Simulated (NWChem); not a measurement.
MgCl2; SMILES [Cl][Mg][Cl]

All runs: NWChem. Pople sets run with spherical d functions. Each level has its own optimisation; frequencies are unscaled.

| level | r Cl–Mg (Å) | highest harmonic frequency (cm⁻¹) | lowest (cm⁻¹) | zero-point energy (kcal/mol) |
|---|---|---|---|---|
| LDA (Slater exchange, VWN5)/def2-SVP | 2.179 | 635 | 118 | 1.7 |
| BLYP/def2-SVP | 2.206 | 613 | 114 | 1.7 |
| PBE/def2-SVP | 2.203 | 616 | 113 | 1.7 |
| B3LYP/6-31G* | 2.194 | 613 | 114 | 1.7 |
